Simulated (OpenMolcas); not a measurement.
A calculation on C2+.

- Program: OpenMolcas
- Method: SS-RASPT2, IPEA 0.25 Eh, imaginary shift 0.1 Eh (closed shells correlated: 1s)
- Basis: ANO-RCC-VTZP [4s3p2d1f]
- Scalar Hamiltonian: DKH2, point nucleus
- Active space: 2 electrons in 9 orbitals (RAS2 2s 2p; RAS3 3d, at most 2 electrons)
- State averaging: 2S+1 = 3 even, 3 roots; 2S+1 = 1 even, 7 roots; 2S+1 = 3 odd, 3 roots; 2S+1 = 1 odd, 3 roots
- Spin-orbit coupling: RASSI with atomic mean-field integrals over the reference wave functions, term energies averaged over their components

(1) Which level of the active space comes out lowest?

(2) How high does 2p² ³P₀ lie?

(3) How high does 2p² ¹S₀ lie?

(4) How high does 2s 2p ¹P°₁ lie?

Measured values: Moore, Selected Tables of Atomic Spectra, NSRDS-NBS 3, section 3.

Answers

(1) 2s² ¹S₀, with 100 % of that term; it is also the measured ground level.

(2) 137613 cm⁻¹ above the lowest level; measured 137426 cm⁻¹ above the ground level, so the calculation is off by 0 %.

(3) 184480 cm⁻¹ above the lowest level; measured 182520 cm⁻¹ above the ground level, so the calculation is off by +1 %.

(4) 103325 cm⁻¹ above the lowest level; measured 102352 cm⁻¹ above the ground level, so the calculation is off by +1 %.

Active for correlation alone: 3d; no level in the range computed is led by a configuration that fills it, so any true level of that kind is missing. Computed and measured levels are paired by configuration, term and J; levels that our copy of the source lacks, or whose pairing is in doubt (as where it misses far off the trend of its configuration), stay unpaired and out of the deviations. Only configurations of the active space appear.

° marks odd parity.
